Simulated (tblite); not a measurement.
Compound: C₄H₇F₂OSi (doublet state).
SMILES with atom numbers: `[F:1][CH2:2][C:3]1[CH2:4][O:5][SiH2:6][C@H:7]1[F:8]` (hydrogens: H9, H10 on C2; H11, H12 on C4; H13, H14 on Si6; H15 on C7)

Computed with GFN2-xTB (tblite), gas phase: L-BFGS steps from a force-field or distance-geometry start until the largest atomic force falls under 0.01 eV/Å.

At the end of the run (lengths in Å): Si6–C7 1.950, O5–Si6 1.628, Si6–H13 1.453, C7–F8 1.388, C3–C7 1.471, Si6–H14 1.456, C2–C3 1.482, Si6–C7–F8 116.0°, O5–Si6–C7 93.1°, C4–O5–Si6 116.6°, C4–C3–C7 114.0°, F1–C2–C3–C4 36°, C2–C3–C4–O5 140°, C3–C4–O5–Si6 2°, H15–C7–C3–C2 106°, H11–C4–C3–C2 19°.

Question: These geometries were met on the way; a selection of coordinates is given. Order them by energy above the end point, lowest first.
A. Si6–C7 1.932, O5–Si6 1.631, Si6–H13 1.456, C7–F8 1.413, C3–C7 1.474, Si6–H14 1.457, C2–C3 1.480, Si6–C7–F8 113.4°, O5–Si6–C7 94.1°, C4–O5–Si6 116.7°, C4–C3–C7 115.4°, F1–C2–C3–C4 33°, C2–C3–C4–O5 172°, C3–C4–O5–Si6 -9°, H15–C7–C3–C2 68°, H11–C4–C3–C2 52°
B. Si6–C7 1.877, O5–Si6 1.676, Si6–H13 1.482, C7–F8 1.366, C3–C7 1.500, Si6–H14 1.481, C2–C3 1.458, Si6–C7–F8 110.9°, O5–Si6–C7 98.0°, C4–O5–Si6 112.3°, C4–C3–C7 115.8°, F1–C2–C3–C4 33°, C2–C3–C4–O5 172°, C3–C4–O5–Si6 -9°, H15–C7–C3–C2 72°, H11–C4–C3–C2 53°
C. Si6–C7 1.904, O5–Si6 1.652, Si6–H13 1.467, C7–F8 1.398, C3–C7 1.475, Si6–H14 1.467, C2–C3 1.479, Si6–C7–F8 110.6°, O5–Si6–C7 96.2°, C4–O5–Si6 114.2°, C4–C3–C7 116.2°, F1–C2–C3–C4 34°, C2–C3–C4–O5 172°, C3–C4–O5–Si6 -9°, H15–C7–C3–C2 71°, H11–C4–C3–C2 52°
D. Si6–C7 1.921, O5–Si6 1.633, Si6–H13 1.454, C7–F8 1.417, C3–C7 1.469, Si6–H14 1.455, C2–C3 1.479, Si6–C7–F8 110.9°, O5–Si6–C7 94.8°, C4–O5–Si6 116.0°, C4–C3–C7 115.8°, F1–C2–C3–C4 34°, C2–C3–C4–O5 172°, C3–C4–O5–Si6 -10°, H15–C7–C3–C2 70°, H11–C4–C3–C2 51°
E. Si6–C7 1.925, O5–Si6 1.631, Si6–H13 1.451, C7–F8 1.414, C3–C7 1.475, Si6–H14 1.451, C2–C3 1.478, Si6–C7–F8 112.6°, O5–Si6–C7 93.9°, C4–O5–Si6 116.9°, C4–C3–C7 115.2°, F1–C2–C3–C4 34°, C2–C3–C4–O5 172°, C3–C4–O5–Si6 -10°, H15–C7–C3–C2 68°, H11–C4–C3–C2 51°

Answer: A (0.013 eV), E (0.023 eV), D (0.039 eV), C (0.074 eV), B (0.202 eV).

```json
{"step": "18", "E above end (eV)": "0.013", "rms distance from the end, all atoms (Å)": "0.437", "largest force (eV/Å)": "0.036", "rms shift of all bonds from the end (Å)": "0.009"}
{"step": "5", "E above end (eV)": "0.023", "rms distance from the end, all atoms (Å)": "0.442", "largest force (eV/Å)": "0.161", "rms shift of all bonds from the end (Å)": "0.010"}
{"step": "2", "E above end (eV)": "0.039", "rms distance from the end, all atoms (Å)": "0.443", "largest force (eV/Å)": "0.303", "rms shift of all bonds from the end (Å)": "0.011"}
{"step": "1", "E above end (eV)": "0.074", "rms distance from the end, all atoms (Å)": "0.443", "largest force (eV/Å)": "0.983", "rms shift of all bonds from the end (Å)": "0.015"}
{"step": "0", "E above end (eV)": "0.202", "rms distance from the end, all atoms (Å)": "0.443", "largest force (eV/Å)": "2.050", "rms shift of all bonds from the end (Å)": "0.029"}
```

Rows stand in the order of the answer.
